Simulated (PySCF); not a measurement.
dichloromethane (CH2Cl2), singlet, geometry from GFN2-xTB; CISD/aug-cc-pVDZ in PySCF.

PySCF was given this input:
```python
from pyscf import gto, scf, ci

mol = gto.M(
    atom='''
C    -0.01277935    0.00575548    0.78091376
Cl    0.02591339    1.46008427   -0.22991785
Cl   -0.01872900   -1.46331993   -0.20910236
H    -0.92568470    0.02391950    1.37405321
H     0.88022607   -0.00344613    1.40380793
''',
    basis='aug-cc-pvdz',
    verbose=4,
    max_memory=1800,
)

mf = scf.RHF(mol)
mf.kernel()

myci = ci.CISD(mf, frozen=11)
myci.kernel()
print('E(CISD) = %.10f' % myci.e_tot)
```

What the program printed (banner, timings and long lists left out):

```
PySCF version 2.14.0

[INPUT] verbose = 4
[INPUT] num. atoms = 5
[INPUT] num. electrons = 42
[INPUT] charge = 0
[INPUT] spin (= nelec alpha-beta = 2S) = 0
[INPUT] symmetry False subgroup None
[INPUT] Mole.unit = angstrom
[INPUT] Symbol           X                Y                Z      unit          X                Y                Z       unit  Magmom
[INPUT]  1 C     -0.012779350000   0.005755480000   0.780913760000 AA   -0.024149471550   0.010876280915   1.475713133304 Bohr   0.0
[INPUT]  2 Cl     0.025913390000   1.460084270000  -0.229917850000 AA    0.048969210059   2.759159389086  -0.434481767649 Bohr   0.0
[INPUT]  3 Cl    -0.018729000000  -1.463319930000  -0.209102360000 AA   -0.035392680587  -2.765273900318  -0.395146192400 Bohr   0.0
[INPUT]  4 H     -0.925684700000   0.023919500000   1.374053210000 AA   -1.749290560700   0.045201304037   2.596584247479 Bohr   0.0
[INPUT]  5 H      0.880226070000  -0.003446130000   1.403807930000 AA    1.663386200002  -0.006512241890   2.652812519193 Bohr   0.0

nuclear repulsion = 134.654623364186
number of shells = 34
number of NR pGTOs = 157
number of NR cGTOs = 95
basis = aug-cc-pvdz
ecp = {}

******** <class 'pyscf.scf.hf.RHF'> ********
method = RHF
initial guess = minao
damping factor = 0
level_shift factor = 0
DIIS = <class 'pyscf.scf.diis.CDIIS'>
diis_start_cycle = 1
diis_space = 8
diis_damp = 0
SCF conv_tol = 1e-09
SCF conv_tol_grad = None
SCF max_cycles = 50
direct_scf = True
direct_scf_tol = 1e-13
Set gradient conv threshold to 3.16228e-05
Initial guess from minao.
init E= -958.308892073777
  HOMO = -0.344258269449933  LUMO = 0.0257699615479492  gap/eV = 10.06898
cycle= 1 E= -957.953030228326  delta_E= 0.356  |g|= 0.52  |ddm|= 2.24
  HOMO = -0.446583314542408  LUMO = 0.0186453243234328  gap/eV = 12.65952
cycle= 2 E= -958.005682725797  delta_E= -0.0527  |g|= 0.365  |ddm|= 0.777
  HOMO = -0.444890390529175  LUMO = 0.0335487868580975  gap/eV = 13.01899
cycle= 3 E= -958.038575089389  delta_E= -0.0329  |g|= 0.0352  |ddm|= 0.317
  HOMO = -0.446716354695749  LUMO = 0.0351348424194744  gap/eV = 13.11184
cycle= 4 E= -958.039423011548  delta_E= -0.000848  |g|= 0.00784  |ddm|= 0.0899
  HOMO = -0.446402499541217  LUMO = 0.0348957363363556  gap/eV = 13.09679
cycle= 5 E= -958.039474524917  delta_E= -5.15e-05  |g|= 0.00267  |ddm|= 0.0201
  HOMO = -0.44701374387919  LUMO = 0.0350116504674705  gap/eV = 13.11658
cycle= 6 E= -958.039479734864  delta_E= -5.21e-06  |g|= 0.000818  |ddm|= 0.0066
  HOMO = -0.447012681505199  LUMO = 0.0350507505107132  gap/eV = 13.11761
cycle= 7 E= -958.039480234314  delta_E= -4.99e-07  |g|= 0.000136  |ddm|= 0.00249
  HOMO = -0.447035359623578  LUMO = 0.0350558338993854  gap/eV = 13.11837
cycle= 8 E= -958.039480250521  delta_E= -1.62e-08  |g|= 2.73e-05  |ddm|= 0.000433
  HOMO = -0.44703147804058  LUMO = 0.0350568282352763  gap/eV = 13.11829
cycle= 9 E= -958.039480251131  delta_E= -6.09e-10  |g|= 6.96e-06  |ddm|= 7e-05
  HOMO = -0.447033024951281  LUMO = 0.0350567990021715  gap/eV = 13.11833
Extra cycle  E= -958.039480251169  delta_E= -3.8e-11  |g|= 3.06e-06  |ddm|= 1.26e-05
converged SCF energy = -958.039480251169

******** <class 'pyscf.ci.cisd.RCISD'> ********
CISD nocc = 10, nmo = 84
frozen orbitals 11
max_cycle = 50
direct = 0
conv_tol = 1e-09
max_cycle = 50
max_space = 12
lindep = 0
nroots = 1
Init t2, MP2 energy = -0.444242925250116
RCISD converged
E(RCISD) = -958.4576804213766  E_corr = -0.4182001702079643
E(CISD) = -958.4576804214
```
